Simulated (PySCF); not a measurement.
Ge(SH)2 (GeH₂S₂), SMILES [SH][Ge][SH] (connectivity only; charge and spin as stated), neutral, multiplicity 1.

Geometry: PBE0-D3(BJ)/def2-TZVP. One conformer was computed; it need not be the lowest.

These are PBE0-D3(BJ)/def2-TZVP in PySCF values and carry that method's errors.

Frequencies are harmonic and unscaled.

Computed vibrational spectrum:
```json
[
 {"mode": "1", "ν (cm⁻¹)": "144", "IR (km/mol)": "0.6", "moving atoms (share of kinetic energy)": "S 77 %, Ge 18 %"},
 {"mode": "2", "ν (cm⁻¹)": "279", "IR (km/mol)": "0.0", "moving atoms (share of kinetic energy)": "H 93 %"},
 {"mode": "3", "ν (cm⁻¹)": "387", "IR (km/mol)": "70.8", "moving atoms (share of kinetic energy)": "S 66 %, Ge 33 %"},
 {"mode": "4", "ν (cm⁻¹)": "390", "IR (km/mol)": "22.4", "moving atoms (share of kinetic energy)": "H 99 %"},
 {"mode": "5", "ν (cm⁻¹)": "396", "IR (km/mol)": "23.5", "moving atoms (share of kinetic energy)": "S 67 %, Ge 29 %"},
 {"mode": "6", "ν (cm⁻¹)": "681", "IR (km/mol)": "9.8", "moving atoms (share of kinetic energy)": "H 96 %"},
 {"mode": "7", "ν (cm⁻¹)": "786", "IR (km/mol)": "3.4", "moving atoms (share of kinetic energy)": "H 92 %"},
 {"mode": "8", "ν (cm⁻¹)": "2711", "IR (km/mol)": "5.3", "moving atoms (share of kinetic energy)": "H 97 %"},
 {"mode": "9", "ν (cm⁻¹)": "2711", "IR (km/mol)": "0.1", "moving atoms (share of kinetic energy)": "H 97 %"}
]
```
